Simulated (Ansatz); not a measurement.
Name a neutral molecule of B, C, Cl, O and H with HOMO–LUMO gap (PBE0/def2-TZVPP) between 6.05 and 6.35 eV and LUMO energy (PBE0/def2-TZVPP) between -1.30 and -1.00 eV (Ansatz, PBE0-D4/def2-TZVP geometry).

`BC(=O)CCl` (6.22 eV, -1.05 eV). Other molecules can fit too; these were computed, each in one conformer that needn't be the lowest.
